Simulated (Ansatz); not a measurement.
Several settings on one geometry of Ag2Se (the lowest singlet isomer of a short search) (that of the charge 0 singlet, r2SCAN-D4/def2-TZVP). Ansatz on 4 threads of Arm Neoverse V2 on a shared host; times are rough.

```xyz
3

Ag   -0.203   -1.566    0.063
Ag    1.259    0.894   -0.336
Se   -1.056    0.671    0.272
```

Totals from different functionals, basis sets or treatments of relativity can't be compared as stabilities.

In the def2 sets Ag takes a core potential; there is no spin–orbit coupling. B3LYP takes the VWN-RPA correlation.

The spins typed aren't always the lowest for that charge.

Question: Give the basis size and estimate the energy, ⟨S²⟩, dipole and time of these runs.

```
run                       method  charge    state                                                                         further keys
  1        RKS PBE0-D4/def2-TZVP       0  singlet   nuclear_model: gaussian; scf: {omitted_lower_state_checks: [starts]}; forces asked
  2         UKS SVWN5/def2-mTZVP       1  doublet                                          scf: {omitted_lower_state_checks: [starts]}
  3           RKS PBE0/def2-TZVP       0  singlet              nuclear_model: gaussian; scf: {lower_state_search: light}; forces asked
  4  RKS B3LYP-D3(BJ)/def2-TZVPD       0  singlet  point_charges: [{charge: 1.00, position_ang: [5.203, 0.982, -0.293]}]; forces asked
```

Answer: 
| run | functions | energy (Eh) | ⟨S²⟩ | dipole (D) | wall time |
| --- | --- | --- | --- | --- | --- |
| 1 | 128 | -2695.2904 | – | 4.98 | 2.3 s |
| 2 | 102 | -2691.4027 | 0.75 | – | 1.1 s |
| 3 | 128 | -2695.2865 | – | 4.98 | 2.4 s |
| 4 | 137 | -2695.7338 | – | 3.49 | 3.4 s |
